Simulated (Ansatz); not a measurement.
Cost and result up the ladder for cyclo-(H2GeS)2 (Ge2H4S2) (8 atoms). Charge 0, multiplicity 1. Geometry: PBE0-D4/def2-SVP.

```xyz
8

Ge    0.6120   -1.2936   -0.3897
H     1.9664   -1.8028    0.1309
H    -0.0246   -2.2976   -1.3651
S     0.7776    0.7558   -1.2874
Ge   -0.6122    1.2935    0.3896
H     0.0270    2.2955    1.3654
H    -1.9662    1.8056   -0.1291
S    -0.7800   -0.7564    1.2856
```

Ansatz; hardware A = 2 threads of AMD EPYC 7R13 on a shared host; B = 2 threads of AMD EPYC 7R13 on a shared host and a share (18 GiB) of an NVIDIA H100 80GB HBM3. Times are rough, and most runs start from the orbitals of an earlier one. r2SCAN0-D4/def2-TZVP serves as the yardstick here, not as an exact answer. Differences are given only for rows in sets of like size (and for xTB, whose basis is part of the method), since another set adds its own error. Binding counts from free atoms at the same level (Ge triplet, H doublet, S triplet; other spins of the atoms weren't run), without zero-point energy or a counterpoise term.

LC-ωPBE has ω = 0.4 bohr⁻¹. Correlated methods freeze 28 core orbitals; core or outer-core shells of Ge are correlated, in sets that lack core-valence functions.

Correlated methods converge slowly with the basis.

```json
{"level": "HF/STO-3G [A]", "functions": "58", "wall time": "0.45 s", "binding energy per atom (eV)": "3.11", "difference from r2SCAN0-D4/def2-TZVP (eV)": "–"}
{"level": "PBE-D4/def2-SVP [A]", "functions": "120", "wall time": "1.5 s", "binding energy per atom (eV)": "2.93", "difference from r2SCAN0-D4/def2-TZVP (eV)": "–"}
{"level": "PBE0-D4/def2-SVP [A]", "functions": "120", "wall time": "2.5 s", "binding energy per atom (eV)": "2.90", "difference from r2SCAN0-D4/def2-TZVP (eV)": "–"}
{"level": "PBE-D4/def2-TZVP (with forces) [A]", "functions": "194", "wall time": "3.1 s", "binding energy per atom (eV)": "2.94", "difference from r2SCAN0-D4/def2-TZVP (eV)": "0.03"}
{"level": "LC-ωPBE/def2-TZVP [A]", "functions": "194", "wall time": "3.7 s", "binding energy per atom (eV)": "2.87", "difference from r2SCAN0-D4/def2-TZVP (eV)": "-0.05"}
{"level": "HF/def2-TZVP [A]", "functions": "194", "wall time": "3.9 s", "binding energy per atom (eV)": "2.04", "difference from r2SCAN0-D4/def2-TZVP (eV)": "-0.88"}
{"level": "PBE-D4/def2-TZVPD [A]", "functions": "236", "wall time": "4 s", "binding energy per atom (eV)": "2.94", "difference from r2SCAN0-D4/def2-TZVP (eV)": "0.03"}
{"level": "PBE0-D4/def2-TZVP [A]", "functions": "194", "wall time": "4.7 s", "binding energy per atom (eV)": "2.92", "difference from r2SCAN0-D4/def2-TZVP (eV)": "0.00"}
{"level": "BHLYP-D4/def2-TZVP [A]", "functions": "194", "wall time": "5 s", "binding energy per atom (eV)": "2.84", "difference from r2SCAN0-D4/def2-TZVP (eV)": "-0.08"}
{"level": "CCSD(T)/def2-TZVP [B]", "functions": "194", "wall time": "5.5 s", "binding energy per atom (eV)": "2.83", "difference from r2SCAN0-D4/def2-TZVP (eV)": "-0.08"}
{"level": "r2SCANh-D4/def2-TZVP [A]", "functions": "194", "wall time": "8 s", "binding energy per atom (eV)": "2.94", "difference from r2SCAN0-D4/def2-TZVP (eV)": "0.02"}
{"level": "r2SCAN-D4/def2-TZVPD [A]", "functions": "236", "wall time": "8.5 s", "binding energy per atom (eV)": "2.96", "difference from r2SCAN0-D4/def2-TZVP (eV)": "0.04"}
{"level": "r2SCAN0-D4/def2-TZVP [A]", "functions": "194", "wall time": "8.5 s", "binding energy per atom (eV)": "2.92", "difference from r2SCAN0-D4/def2-TZVP (eV)": "0.00"}
{"level": "B97M-V/def2-TZVP [A]", "functions": "194", "wall time": "9.5 s", "binding energy per atom (eV)": "3.01", "difference from r2SCAN0-D4/def2-TZVP (eV)": "0.10"}
```
